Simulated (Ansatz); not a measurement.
Molecule: C₂H₈ClSi₂, net charge 0, doublet state. It need not be the lowest isomer of its formula. 
Geometry from a B3LYP-D3(BJ)/def2-TZVP (Ansatz, a quantum-chemistry and plane-wave program) optimisation:
```xyz
13

C     -1.8185     1.3462     0.3036
Si    -1.1693    -0.3164    -0.3013
C     -2.2426    -1.7424     0.3150
Si     1.0840    -0.5976     0.2466
Cl     2.1043     1.1004    -0.4025
H     -2.8190     1.5401    -0.0878
H     -1.1627     2.1576    -0.0134
H     -1.8761     1.3613     1.3963
H     -3.2664    -1.6390    -0.0502
H     -2.2776    -1.7541     1.4087
H     -1.8597    -2.7064    -0.0227
H      1.6801    -1.7703    -0.4340
H      1.3685    -0.7240     1.6997
```
Charge 0, spin multiplicity 2.

Wanted: atomisation energy (electronic, to ground-state atoms); the coupled-cluster value holds the core correlation from cc-pwCVTZ, in eV. Cores are frozen in the correlated levels unless marked. UHF or UKS for open shells. Spin-orbit coupling is left out. Non-relativistic. Basis-set limits of correlation are two-point, X^-3; Hartree-Fock from the larger set.

Level to compare with: CCSD(T)/CBS(cc-pV(T+d)Z,cc-pV(Q+d)Z) plus the core term (Ansatz), 46.27 eV. It is a level with limits of its own, and the differences hold the functionals' basis error too.

Q: Rank these functionals by how close they come to CCSD(T)/CBS(cc-pV(T+d)Z,cc-pV(Q+d)Z), closest first: r2SCANh/def2-TZVPD (Ansatz); SVWN5/def2-TZVPD (Ansatz); BLYP/def2-TZVPD (Ansatz).

A: r2SCANh/def2-TZVPD (hybrid meta-GGA, 46.15 eV, difference -0.12), BLYP/def2-TZVPD (GGA, 44.90 eV, difference -1.37), SVWN5/def2-TZVPD (LDA, 51.58 eV, difference 5.31)
